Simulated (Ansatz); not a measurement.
Born–Oppenheimer molecular dynamics of ClH5O2SSn (10 atoms, charge 0, multiplicity 1). It starts at the highest image of a converged band, a first-order saddle point between two minima.

These are results of RKS PBE-D4/def2-SVP in Ansatz 0.2.0, not measurements.

```json
{
 "ensemble": "NVE (velocity Verlet)",
 "time step": "0.5 fs",
 "steps asked": "116",
 "starting velocities drawn for": "300 K",
 "seed": "6722"
}
```

First frame:

```xyz
10
Properties=species:S:1:pos:R:3
Sn 0.170 0.315 -0.218
Cl -1.190 0.522 2.196
O 1.514 0.120 -1.697
H 1.988 -0.726 -1.567
H -0.979 1.376 -0.923
O 0.178 -1.598 0.356
H -0.361 -1.592 1.179
S 1.670 1.708 1.501
H 2.317 0.569 1.884
H 0.391 1.296 2.214
```

Q: How far do the bonds stretch over the last three quarters of this one trajectory? (Pairs bonded in most of those frames.)

A: 
| bond | mean (Å) | spread (Å) | shortest | longest |
| --- | --- | --- | --- | --- |
| Sn1–Cl2 | 2.842 | 0.046 | 2.78 | 2.94 |
| Sn1–O3 | 2.019 | 0.039 | 1.95 | 2.06 |
| Sn1–H5 | 1.718 | 0.023 | 1.68 | 1.75 |
| Sn1–O6 | 2.018 | 0.038 | 1.94 | 2.06 |
| Sn1–S8 | 2.562 | 0.034 | 2.53 | 2.63 |
| Cl2–H10 | 1.518 | 0.112 | 1.31 | 1.67 |
| O3–H4 | 0.978 | 0.011 | 0.96 | 1.00 |
| O6–H7 | 0.981 | 0.007 | 0.97 | 0.99 |
| S8–H9 | 1.366 | 0.009 | 1.35 | 1.38 |

Mean temperature of the second half: 188 K. The conserved energy stayed within 0.05 meV per atom of its start (net change 0.032 meV per atom), so the integration is sound. A run of 0.058 ps of so small a system gives no equilibrium averages. The orbitals stay closed-shell, which can raise the energy where a bond breaks towards radicals; this wasn't checked here.

The run took 7.6 min on 4 threads of AMD EPYC 7571, on a shared host, peak memory 0.2 GiB.
